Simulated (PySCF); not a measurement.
## Two-dimensional NMR puzzle

Compound of formula C₃H₆Cl₂OSi. Correlations simulated from computed shifts and the bond graph:

HSQC (one-bond C–H):
```
  δH     δC
6.47  142.7
6.14  142.7
6.11  142.7
3.93   53.7
```

COSY cross peaks (H two or three bonds apart, from the bond graph; peaks can be absent where the dihedral angle is near 90°):
```
  δH    δH
6.47  6.14
6.47  6.11
6.14  6.11
```

HMBC (two and three bonds, from the bond graph):
```
  δH     δC
6.47  142.7
6.14  142.7
6.11  142.7
```

A single conformation, non-relativistic Hamiltonian, no solvent, fast rotation and ring inversion assumed for equivalent nuclei. GIAO PBE0/pcSseg-1 shieldings; coordinates at the GFN2-xTB level; PySCF 2.14.0 with density-fitted response routines.

δ = σ(ref) − σ, references computed at the same level: $^{1}$H (31.72 ppm), $^{13}$C (186.93 ppm) vs TMS.

Exchangeable hydrogens are left out of these lists.

Assemble the structure.

Answers

`C=C[Si](Cl)(Cl)OC`.

Atom-mapped SMILES (the numbers label the heavy atoms): `[CH2:1]=[CH:2][Si:3]([Cl:4])([Cl:5])[O:6][CH3:7]`; H(Xn) means a hydrogen on atom n. Ha(C1) is cis to Si3; Hb(C1) is trans to Si3.

1. δC 142.7 is C1, a terminal =CH2 carbon (δH 6.47, 6.14).
2. δC 142.7 is C2, an alkene CH (δH 6.11).
3. δC 53.7 is C7, a methyl carbon bonded to O (δH 3.93).
4. COSY links 6.47–6.14, 6.47–6.11, 6.14–6.11.

The data come from this structure; uniqueness wasn't tested.

Shifts are as computed. Against solution values, carbons near 30 ppm lie about +3 ppm off and those near 130 ppm about +5 ppm. Of 1211 compounds with measured shifts, 218 miss one by over three times the rms of a fit or turn the order of signals round; such compounds aren't used in these exercises.
